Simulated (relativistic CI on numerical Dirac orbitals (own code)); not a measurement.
## Radial parameters of Lu2+

Calculated at this level of theory: Dirac-Coulomb-Breit CI, KLI orbitals optimised for each configuration, model QED (radiative potential, 1s self-energy scaled to tabulated hydrogen-like ionisation energies), valence Slater integrals scaled by 0.85, P86 correlation energy added to each configuration (own radial code, finite nucleus).

Slater integrals F^k, G^k are unscaled and averaged over j, outside the closed core [Xe]; ζ comes from projecting the Hamiltonian with its Breit term on Σ l·s of the shell.

- 4f14.5d: ζ(5d) = 836.32 cm⁻¹; <r>(5d) = 2.244, <r^2>(5d) = 5.933 (bohr units).
- 4f14.6p: ζ(6p) = 3590.1 cm⁻¹; <r>(6p) = 3.899, <r^2>(6p) = 16.97 (bohr units).
- 4f14.6d: ζ(6d) = 296.66 cm⁻¹; <r>(6d) = 5.886, <r^2>(6d) = 38.81 (bohr units).

In this model ζ of a weakly bound d, f or g electron outside closed shells comes out too small, for d by up to a factor of two or three and at times with the wrong sign; that of an outer p electron is too small as well.

For a near-neutral ion this model can misplace configurations by up to about 10,000 cm⁻¹ (more where the count of f electrons changes) and terms by 10 to 25 % of their spread. Rates follow the energies as ν³ (E1, M1) or ν⁵ (E2), so they and the lifetimes can be off by large factors. The fine structure of a lone outer electron comes out too small, for d and f at times inverted, and misplaced configurations move strength between like terms. 11 of the 11 excited levels that our extract of the measured tables holds in this range could be paired (the sources list more); they are missed by 4788 cm⁻¹ on average and 5703 at most, and levels without a partner can miss by more.

Averages of the first 10 configurations, taken without configuration mixing, which lowers the lowest level and can move excited configurations by several eV; other configurations of the list can lie among them:

```tsv
Configuration	Parity	States	Average energy above the lowest level (eV)
4f14.6s	even	2	0.0
4f14.5d	even	10	0.5
4f14.6p	odd	6	5.0
4f14.6d	even	10	10.8
4f14.6f	odd	14	15.3
4f13.6s.5d	odd	280	9.6
4f14.7s	even	2	10.2
4f13.6s2	odd	14	11.3
4f14.7p	odd	6	12.1
4f14.5f	odd	14	12.4
```
